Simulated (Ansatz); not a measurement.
Relaxation of CH₆AlBOSi (11 atoms, charge 0, multiplicity 1), to a largest force component of 0.02 eV/Å in at most 50 steps.

Computed with Ansatz 0.2.0, RHF/def2-SVP.

```xyz
11
Properties=species:S:1:pos:R:3:forces:R:3
B -1.306 -0.675 0.001 -0.64 1.24 0.49
C -0.132 -0.640 0.991 -1.22 -2.16 1.05
Si 1.210 0.388 0.190 3.18 0.71 4.07
O 1.279 0.174 -1.510 0.74 -0.28 -2.42
Al -0.585 -0.044 -1.811 -0.38 0.46 -1.13
H -2.427 -0.257 0.332 0.57 -0.50 -0.35
H -0.394 -0.205 1.976 0.31 -0.32 -0.40
H 0.264 -1.663 1.120 0.20 0.55 0.21
H 2.250 0.132 -1.697 -2.46 -0.14 -0.29
H 1.024 1.810 0.532 -0.92 0.52 -0.75
H -1.419 1.067 -2.582 0.62 -0.08 -0.49
```

Task: Where does it end, and by what steps?

Result: The run converged. After 14 steps the energy has fallen by 2.747 eV; H11 moved furthest, 1.12 Å.

```
step  energy less start (eV)  largest force component (eV/Å)  accepted
   0                  0.0000                           4.067       yes
   1                 -1.3495                           2.576       yes
   2                 -1.9924                           0.886       yes
   3                 -2.3103                           0.428       yes
   4                 -2.4808                           0.344       yes
   5                 -2.5837                           0.394       yes
   6                 -2.6523                           0.573       yes
   7                 -2.6988                           0.456       yes
   8                 -2.7224                           0.439       yes
   9                 -2.7378                           0.335       yes
  10                 -2.7370                           0.292        no
  11                 -2.7448                           0.048       yes
  12                 -2.7462                           0.126       yes
  13                 -2.7472                           0.041       yes
  14                 -2.7473                           0.013       yes
```

```xyz
11
Properties=species:S:1:pos:R:3
B -1.243 -0.115 0.245
C -0.099 -0.844 0.982
Si 1.246 0.584 0.640
O 1.138 0.188 -1.305
Al -0.606 0.173 -1.754
H -2.138 0.426 0.836
H -0.212 -1.008 2.055
H 0.357 -1.721 0.522
H 1.934 0.259 -1.810
H 0.251 1.738 0.426
H -0.863 0.406 -3.292
```

Whether the end is a true minimum wasn't checked by a vibrational analysis.

The run took 26 s on 2 threads of Intel(R) Xeon(R) Platinum 8488C (Sapphire Rapids) (shared host), peak memory 0.25 GiB.
